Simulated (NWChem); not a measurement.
# C2H8BNO; SMILES OB(C)NC

```xyz
13

B      0.0315     0.5199     0.0725
C     -0.7783     1.8744     0.0061
H     -1.8540     1.7451    -0.1876
H     -0.3659     2.5248    -0.7826
H     -0.6669     2.4298     0.9517
N     -0.6235    -0.7241    -0.1082
C     -0.0680    -2.0485    -0.0841
H     -1.6206    -0.6972    -0.2789
H     -0.2011    -2.5838    -1.0413
H     -0.5028    -2.6784     0.7126
H      1.0165    -2.0120     0.1044
O      1.3809     0.6120     0.3107
H      1.8284    -0.2380     0.3422
```
Atoms are numbered in this order, from 1.

Program: NWChem. STO-3G and 3-21G are far too small for this property and stand as cheap habits. Structure relaxed at the PBE0/def2-SVP level. No frequency run checked for a minimum. GIAO values for the isolated, static molecule; σ is the absolute isotropic shielding, δ = σ(reference) − σ with the isolated reference molecule computed at the same levels (11B: boron trifluoride, 13C: tetramethylsilane, 1H: tetramethylsilane, 15N: ammonia, 17O: water).

```tsv
level	δ B1 (ppm)	δ C2 (ppm)	δ H3 (rotor mean) (ppm)	δ N6 (ppm)	δ C7 (ppm)	δ H9 (rotor mean) (ppm)	δ O12 (ppm)
BHandHLYP/pcSseg-1	20.6	1.0	0.12	74.7	26.9	2.45	90.0
LDA (Slater exchange, VWN5)/pcSseg-1	[?]	[?]	[?]	[?]	27.0	[?]	[?]
Hartree-Fock/STO-3G	22.0	8.0	0.55	19.3	31.8	1.44	24.9
```

Fill in the missing entries.


- LDA (Slater exchange, VWN5)/pcSseg-1, δ B1 (ppm): 18.4
- LDA (Slater exchange, VWN5)/pcSseg-1, δ C2 (ppm): -0.9
- LDA (Slater exchange, VWN5)/pcSseg-1, δ H3 (rotor mean) (ppm): 0.05
- LDA (Slater exchange, VWN5)/pcSseg-1, δ N6 (ppm): 93.3
- LDA (Slater exchange, VWN5)/pcSseg-1, δ H9 (rotor mean) (ppm): 2.54
- LDA (Slater exchange, VWN5)/pcSseg-1, δ O12 (ppm): 114.3
